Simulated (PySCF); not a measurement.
Cl₃FHNW, multiplicity 1. Atoms are numbered in the order given.

```xyz
7

W      0.1843     0.2011     0.0000
N      0.3978     1.9229     0.0000
H      0.5248     2.9339     0.0000
F      2.0045    -0.1370     0.0000
Cl    -1.0299     0.2030    -1.9170
Cl    -1.0299     0.2030     1.9170
Cl     0.0015    -2.1730     0.0000
```

The structure is a stationary point at PBE0-D3(BJ)/def2-SVP. The spin state was assumed, not searched. The structure was generated by enumeration; whether it is a known compound was not checked. The def2 effective core potentials stand for the cores of W; spin–orbit coupling is left out.

The numbers are results of CAM-B3LYP/def2-TZVP (PySCF), not measurements.

Symmetry labels are those of the subgroup Cs that the program uses (full group Cs).

Computed valence orbital energies around the gap with their symmetry:
```tsv
orbital	symmetry	energy (eV)
HOMO−7	A'	-12.60
HOMO−6	A'	-12.25
HOMO−5	A"	-11.57
HOMO−4	A'	-11.15
HOMO−3	A'	-10.56
HOMO−2	A"	-10.52
HOMO−1	A'	-9.98
HOMO	A"	-9.91
LUMO	A'	-2.48
LUMO+1	A"	-2.37
LUMO+2	A"	-1.61
LUMO+3	A'	-1.42
```
